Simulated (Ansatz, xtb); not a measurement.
## Relative energy of two isomers of C4H8FNO

Structure I: `C[C@H](F)CC(N)=O`, a singlet. Structure II: `CNC(=O)CCF`, a singlet. Both are isolated molecules in the gas phase, relaxed with PBE0-D3(BJ)/def2-SVP; each stands in its lowest conformer found.

Quicker runs give these differences E(II) − E(I): GFN2-xTB +1.2 kcal/mol; HF/STO-3G +3.2 kcal/mol (at GFN2-xTB geometries); r2SCAN-D4/def2-SVP +9.5 kcal/mol (at GFN2-xTB geometries).

Estimate E(II) − E(I) at the level CCSD(T)/def2-SVP + ΔMP2/def2-TZVPP.

Calculated at CCSD(T)/def2-SVP + ΔMP2/def2-TZVPP: E(II) − E(I) = +9.7 kcal/mol, so structure I lies lower.

How the difference moves with the method:

| level | geometry | E(II) − E(I) (kcal/mol) | departure from the last row (kcal/mol) | job, with rough time for the two |
| --- | --- | --- | --- | --- |
| GFN2-xTB | GFN2-xTB | +1.2 | −8.6 | optimisation, 0.28 s |
| HF/STO-3G | GFN2-xTB | +3.2 | −6.5 | single point, 0.36 s |
| r2SCAN-D4/def2-SVP | GFN2-xTB | +9.5 | −0.2 | single point, 3.4 s |
| PBE0-D3(BJ)/def2-SVP | PBE0-D3(BJ)/def2-SVP | +8.3 | −1.4 | optimisation, 72 s |
| HF/def2-SVP | PBE0-D3(BJ)/def2-SVP | +7.7 | −2.0 | part of the CCSD(T) run |
| MP2/def2-SVP | PBE0-D3(BJ)/def2-SVP | +9.4 | −0.4 | part of the CCSD(T) run |
| CCSD(T)/def2-SVP | PBE0-D3(BJ)/def2-SVP | +8.7 | −1.0 | single point |
| CCSD(T)/def2-SVP + ΔMP2/def2-TZVPP | PBE0-D3(BJ)/def2-SVP | +9.7 |  | single point, 77 s |

As drawn, II has 1 C–N, 1 C–H in place of 1 C–C, 1 N–H.

None of the levels shown reverses the order. The largest departure from CCSD(T)/def2-SVP + ΔMP2/def2-TZVPP is that of GFN2-xTB, 8.6 kcal/mol. The last row adds to CCSD(T) the change of the MP2 difference between the two basis sets, here +1.0 kcal/mol.

With thermal terms from frequencies at re-optimised GFN2-xTB minima (ideal gas, soft modes damped towards free rotors, one conformer each, 298.15 K, 1 atm): on the last row, ΔE + ΔZPE = +9.8, ΔH = +9.8, ΔG = +9.4 kcal/mol.

The correlated steps freeze 7 core orbitals. Mirror images aren't counted in ΔG. Run with Ansatz 0.2.0, xtb 6.7.1; the last row on 4 threads of Arm Neoverse V1 on a shared host.
